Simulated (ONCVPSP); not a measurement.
**Plane-wave convergence, ONCV potential for Nb (Z = 41)**

Nb (Z = 41), optimised norm-conserving Vanderbilt (ONCV), made with ONCVPSP 4.0.1 (PBE, scalar-relativistic). Core [Ar] 3d10, reference 4s2 4p6 4d4 5s1. Waves: 4s+5s: rc 1.72 bohr, ncon 3, nbas 7, qcut 9 1/bohr, 2 projectors; 4p: rc 1.85 bohr, ncon 5, nbas 9, qcut 8.8 1/bohr, 2 projectors, debl 0.6 Ha; 4d: rc 1.70 bohr, ncon 5, nbas 8, qcut 6.7 1/bohr, local. Local part: the d channel. Core correction: Teter function, fcfact 3, rcfact 1.05.

In the p channel the program set the typed energies aside and used -1.269, 0.250 Ha.

Q: For each optimised wave give the share of its norm inside rc, the residual kinetic energy above qcut (Ha) and the cutoffs (Ha) for errors of 10, 1, 0.1 and 0.01 mHa per electron.

A:

| wave | norm inside rc | residual KE | 10 mHa | 1 mHa | 0.1 mHa | 0.01 mHa |
| --- | --- | --- | --- | --- | --- | --- |
| 4s | 0.912 | 2.1e-08 | 18.9 | 24.6 | 29.0 | 32.9 |
| 5s | 0.041 | 3.9e-09 | 13.4 | 20.2 | 25.8 | 30.2 |
| 4p | 0.876 | 2.4e-07 | 14.1 | 23.4 | 28.9 | 32.9 |
| p projector 2 | 0.091 | 1.3e-07 | 7.5 | 20.4 | 27.2 | 32.1 |
| 4d | 0.392 | 6.3e-05 | 12.7 | 17.5 | 21.8 | 38.8 |

The occupied waves need 25 Ha and 29 Ha for 1 and 0.1 mHa. 2 of 4 tests not solved or not reliable.
